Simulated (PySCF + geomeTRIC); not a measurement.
The multiplicity is imposed and other spin states were not computed.

Calculation: TPSS-D3(BJ)/def2-SVP (PySCF + geomeTRIC). fastk is a local helper that only speeds up exchange builds. No frequencies were computed at this level.

```python
import json, numpy as np
from pyscf import gto, dft
from fastk import lowrank_exchange
atoms = """
Cu    -0.052551    -0.065158     0.038424
O     -1.011018    -1.267463     1.166886
H     -0.839195    -0.975926     2.072465
H     -0.609883    -2.136968     1.034460
Cl     0.994559     1.207640    -1.145813
"""
def scf(charge, spin, dm0=None):
    mol = gto.M(atom=atoms, basis='def2-svp', ecp={}, charge=charge, spin=spin, verbose=3, max_memory=5040)
    mf = dft.KS(mol, xc='tpss').density_fit(auxbasis="def2-universal-jkfit")
    mf.disp = 'd3bj'
    mf.grids.level = 3
    mf.conv_tol = 1e-8
    mf.max_cycle = 120
    mf.level_shift = 0.25
    mf.kernel(dm0)
    if not mf.converged:
        mf = mf.newton().run(mf.mo_coeff, mf.mo_occ).undo_soscf()
    return mf
mf = scf(0, 0)
from pyscf.geomopt.geometric_solver import kernel as optimize
path = []
done, mol = optimize(mf, maxsteps=120, assert_convergence=False, callback=lambda env: path.append((env["energy"], bool(env["g_scanner"].converged))))
res = dict(converged=bool(done and path[-1][1]), energy=path[-1][0], path=[e for e, c in path], xyz=mol.atom_coords(unit="Angstrom").tolist(), nao=mol.nao)
json.dump(res, open("result.json", "w"))
```

Output:

```
converged SCF energy = -2176.82664179804
Geometry optimization cycle 1
converged SCF energy = -2176.82664179885
cycle 1: E = -2176.8266418  dE = -2176.83  norm(grad) = 0.0293936
Geometry optimization cycle 2
converged SCF energy = -2176.82842744043
cycle 2: E = -2176.82842744  dE = -0.00178564  norm(grad) = 0.00939249
Geometry optimization cycle 3
converged SCF energy = -2176.82878756786
cycle 3: E = -2176.82878757  dE = -0.000360127  norm(grad) = 0.00351177
Geometry optimization cycle 4
converged SCF energy = -2176.82883426856
cycle 4: E = -2176.82883427  dE = -4.67007e-05  norm(grad) = 0.00226371
Geometry optimization cycle 5
converged SCF energy = -2176.82886144361
cycle 5: E = -2176.82886144  dE = -2.7175e-05  norm(grad) = 0.0016339
Geometry optimization cycle 6
converged SCF energy = -2176.82887482185
cycle 6: E = -2176.82887482  dE = -1.33782e-05  norm(grad) = 0.00140706
Geometry optimization cycle 7
converged SCF energy = -2176.82888024214
cycle 7: E = -2176.82888024  dE = -5.42029e-06  norm(grad) = 0.000710956
Geometry optimization cycle 8
converged SCF energy = -2176.82888147221
cycle 8: E = -2176.82888147  dE = -1.23007e-06  norm(grad) = 0.000295563
Geometry optimization cycle 9
converged SCF energy = -2176.82888216768
cycle 9: E = -2176.82888217  dE = -6.95475e-07  norm(grad) = 0.0005364
Geometry optimization cycle 10
converged SCF energy = -2176.82888262165
cycle 10: E = -2176.82888262  dE = -4.53969e-07  norm(grad) = 0.00109246
Geometry optimization cycle 11
converged SCF energy = -2176.82888363684
cycle 11: E = -2176.82888364  dE = -1.01519e-06  norm(grad) = 0.00105453
Geometry optimization cycle 12
converged SCF energy = -2176.82888506462
cycle 12: E = -2176.82888506  dE = -1.42778e-06  norm(grad) = 0.000299494
Geometry optimization cycle 13
converged SCF energy = -2176.82888529134
cycle 13: E = -2176.82888529  dE = -2.26717e-07  norm(grad) = 0.000179972
<class 'geometric.internal.Distance'> : 4
<class 'geometric.internal.Angle'> : 3
<class 'geometric.internal.LinearAngle'> : 2
<class 'geometric.internal.TranslationX'> : 1
<class 'geometric.internal.TranslationY'> : 1
<class 'geometric.internal.TranslationZ'> : 1
<class 'geometric.internal.RotationA'> : 1
<class 'geometric.internal.RotationB'> : 1
<class 'geometric.internal.RotationC'> : 1
Step    0 : Gradient = 1.315e-02/1.724e-02 (rms/max) Energy = -2176.8266417988
Step    1 : Displace = 3.563e-02/5.304e-02 (rms/max) Trust = 1.000e-01 (=) Grad = 4.200e-03/7.503e-03 (rms/max) E (change) = -2176.8284274404 (-1.786e-03) Quality = 1.337
Step    2 : Displace = 2.451e-02/3.674e-02 (rms/max) Trust = 1.414e-01 (+) Grad = 1.571e-03/2.413e-03 (rms/max) E (change) = -2176.8287875679 (-3.601e-04) Quality = 1.165
Step    3 : Displace = 9.294e-03/1.167e-02 (rms/max) Trust = 2.000e-01 (+) Grad = 1.012e-03/1.809e-03 (rms/max) E (change) = -2176.8288342686 (-4.670e-05) Quality = 1.398
Step    4 : Displace = 8.717e-03/1.069e-02 (rms/max) Trust = 2.828e-01 (+) Grad = 7.307e-04/1.238e-03 (rms/max) E (change) = -2176.8288614436 (-2.718e-05) Quality = 1.334
Step    5 : Displace = 6.065e-03/8.885e-03 (rms/max) Trust = 3.000e-01 (+) Grad = 6.293e-04/9.953e-04 (rms/max) E (change) = -2176.8288748219 (-1.338e-05) Quality = 1.322
Step    6 : Displace = 3.410e-03/5.208e-03 (rms/max) Trust = 3.000e-01 (=) Grad = 3.179e-04/4.909e-04 (rms/max) E (change) = -2176.8288802421 (-5.420e-06) Quality = 1.146
Step    7 : Displace = 1.094e-03/1.600e-03 (rms/max) Trust = 3.000e-01 (=) Grad = 1.322e-04/2.250e-04 (rms/max) E (change) = -2176.8288814722 (-1.230e-06) Quality = 0.980
Step    8 : Displace = 1.130e-03/2.049e-03 (rms/max) Trust = 3.000e-01 (=) Grad = 2.399e-04/3.949e-04 (rms/max) E (change) = -2176.8288821677 (-6.955e-07) Quality = 0.603
Step    9 : Displace = 2.165e-03/4.069e-03 (rms/max) Trust = 3.000e-01 (=) Grad = 4.886e-04/7.551e-04 (rms/max) E (change) = -2176.8288826217 (-4.540e-07) Quality = 0.211
Step   10 : Displace = 1.130e-03/2.118e-03 (rms/max) Trust = 1.083e-03 (-) Grad = 4.759e-04/7.378e-04 (rms/max) E (change) = -2176.8288836368 (-1.015e-06) Quality = 0.381
Step   11 : Displace = 1.119e-03/1.534e-03 (rms/max) Trust = 1.083e-03 (=) Grad = 1.254e-04/1.825e-04 (rms/max) E (change) = -2176.8288850646 (-1.428e-06) Quality = 1.061
Step   12 : Displace = 5.007e-04/7.235e-04 (rms/max) Trust = 1.531e-03 (+) Grad = 4.669e-05/6.585e-05 (rms/max) E (change) = -2176.8288852913 (-2.267e-07) Quality = 1.128
Converged! =D
```

Cost: around 120 core-seconds (rough).
